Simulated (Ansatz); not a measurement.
C2H8Sn, SMILES `[CH3][SnH2][CH3]`. The species carries charge 0 and has multiplicity 1. Sn: def2 effective core potential. Geometry: relaxed with PBE0-D4/def2-TZVP.

```xyz
11

C    -1.450    0.733    0.773
Sn   -0.186    0.032   -0.809
C     1.628   -0.764    0.006
H    -2.376    1.140    0.367
H    -0.940    1.513    1.339
H    -1.693   -0.089    1.447
H     0.179    1.328   -1.871
H    -1.000   -1.186   -1.700
H     2.154    0.008    0.570
H     1.404   -1.596    0.674
H     2.279   -1.120   -0.793
```

Question: What is the dipole moment at B3LYP/def2-TZVPP? (An estimate is asked.)

Answer: Computed: 0.78 D, with components (0.18, -0.03, 0.76) D in this frame, pointing from negative to positive charge.

Question: And with PBE, r2SCAN, ωB97M-V? (Estimate.)

Answer: Ansatz gave: PBE 0.81 D, r2SCAN 0.81 D, ωB97M-V 0.73 D.

Question: Give the Mulliken charges with B3LYP, ωB97M-V, PBE in def2-TZVPP. (Estimate.)

Answer: Computed: 
```json
{"atom": "C1", "B3LYP": "-0.59", "ωB97M-V": "-0.62", "PBE": "-0.58"}
{"atom": "Sn2", "B3LYP": "0.79", "ωB97M-V": "0.65", "PBE": "0.72"}
{"atom": "C3", "B3LYP": "-0.59", "ωB97M-V": "-0.62", "PBE": "-0.58"}
{"atom": "H4", "B3LYP": "0.12", "ωB97M-V": "0.14", "PBE": "0.12"}
{"atom": "H5", "B3LYP": "0.12", "ωB97M-V": "0.14", "PBE": "0.12"}
{"atom": "H6", "B3LYP": "0.12", "ωB97M-V": "0.14", "PBE": "0.12"}
{"atom": "H7", "B3LYP": "-0.15", "ωB97M-V": "-0.11", "PBE": "-0.14"}
{"atom": "H8", "B3LYP": "-0.15", "ωB97M-V": "-0.11", "PBE": "-0.14"}
{"atom": "H9", "B3LYP": "0.12", "ωB97M-V": "0.14", "PBE": "0.12"}
{"atom": "H10", "B3LYP": "0.12", "ωB97M-V": "0.14", "PBE": "0.12"}
{"atom": "H11", "B3LYP": "0.12", "ωB97M-V": "0.14", "PBE": "0.12"}
```

B3LYP here is the variant with VWN-RPA as its local correlation; programs differ in this.
